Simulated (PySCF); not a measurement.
**Correlation energy of Rh⁺ (rhodium, charge +1)**

Starting occupation: [Kr] 4d8, 4d3/2 with m_j = -3/2, -1/2, +1/2, +3/2, 4d5/2 with m_j = -1/2, +1/2, +3/2, +5/2. Computed with PySCF 2.14 in x2c-SVPall-2c, with X2C-1e with screened-nucleus spin-orbit coupling, Gaussian nucleus. Frozen: [Ar] 3d10; 16 electrons correlated; the 6 highest virtual spinors left out.

MP2 pair energies summed by pair of shells (mhartree):

| pair | energy | share (%) |
| --- | --- | --- |
| 4d-4d | -164.91 | 44.9 |
| 4d-4p | -129.95 | 35.4 |
| 4p-4p | -43.84 | 11.9 |
| 4p-4s | -13.75 | 3.7 |
| 4d-4s | -12.04 | 3.3 |
| 4s-4s | -2.71 | 0.7 |

Total MP2 correlation energy: -367.20 mhartree.

The GHF reference relaxed away from the jj start to a determinant that is no pure jj level (⟨S²⟩ = 2.01, ⟨J²⟩ = 20.01); the energies belong to that determinant.

This basis was not built for core-valence correlation, so the inner-shell part is incomplete.
